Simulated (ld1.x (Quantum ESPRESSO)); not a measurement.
Plane-wave convergence, RRKJ potential for thallium

ld1.x (Quantum ESPRESSO) 7.5 input, shortened:

```
&input
   title='Tl', zed=81., rel=1, dft='PBESOL', iswitch=3,
   config='[Xe] 4f14 5d10 6s1 6p0'
 /
 &inputp
   pseudotype=2, tm=.false., rho0=0.01, lloc=0,
   nlcc=.true., new_core_ps=.true.
 /
3
5P  2  1   6.00   0.00  1.45  1.45  0.0
5D  3  2  10.00   0.00  1.90  1.90  0.0
5S  1  0   2.00   0.00  0.90  0.90  0.0
 &test
   configts(1)='5s2 5p6 5d10 6s1 6p0'
 /
```

Occupied shells without a wave of their own: 6s. They enter only through the test configuration that unscreens the potential, and ld1.x also counts them in the model core charge.

The pseudo-atom Hamiltonian at the reference potential is diagonalised in spherical Bessel functions j_l(qr) that vanish at 20 bohr, with q² up to the cutoff. All-electron valence levels (Ry): 5p -6.9113, 6p -1.1731, 5d -2.4396, 5s -10.9492, 6s -1.8686.

Q: How do the lowest levels (Ry) of each channel move with the cutoff, and are there ghosts?

A:

```json
{"cutoff (Ry)": "8", "p #1": "-4.7718", "p #2": "-0.8921", "p #3": "-0.3742", "d #1": "-1.2411", "s #1": "-8.6573", "s #2": "-1.5097", "f #1": "-0.3006", "Σ f·Δε (mRy)": "29783.6"}
{"cutoff (Ry)": "25", "p #1": "-6.8651", "p #2": "-1.1679", "p #3": "-0.4498", "d #1": "-2.3105", "s #1": "-9.5283", "s #2": "-1.6310", "f #1": "-0.3065", "Σ f·Δε (mRy)": "4666.2"}
{"cutoff (Ry)": "50", "p #1": "-6.9016", "p #2": "-1.1771", "p #3": "-0.4523", "d #1": "-2.4395", "s #1": "-10.7947", "s #2": "-1.8539", "f #1": "-0.3084", "Σ f·Δε (mRy)": "401.7"}
{"cutoff (Ry)": "100", "p #1": "-6.9112", "p #2": "-1.1840", "p #3": "-0.4544", "d #1": "-2.4396", "s #1": "-10.8822", "s #2": "-1.8758", "f #1": "-0.3085", "Σ f·Δε (mRy)": "146.7"}
{"cutoff (Ry)": "180", "p #1": "-6.9113", "p #2": "-1.1841", "p #3": "-0.4545", "d #1": "-2.4396", "s #1": "-10.9455", "s #2": "-1.8870", "f #1": "-0.3086", "Σ f·Δε (mRy)": "8.3"}
{"cutoff (Ry)": "400", "p #1": "-6.9113", "p #2": "-1.1842", "p #3": "-0.4545", "d #1": "-2.4396", "s #1": "-10.9494", "s #2": "-1.8875", "f #1": "-0.3086", "Σ f·Δε (mRy)": "0.0"}
```

Result: no extra level below or beside the all-electron valence levels (p, d, s, f tested); 10 mRy is reached at 160 Ry and 1 mRy at 300 Ry.

ld1.x takes every shell without a wave as core, so the model core holds the 6s electrons as well and exchange and correlation see them twice. This cancels in the reference configuration, but the file is broken for other ones, and its errors say nothing about a proper core correction. Its largest configuration-test error is -594 meV.
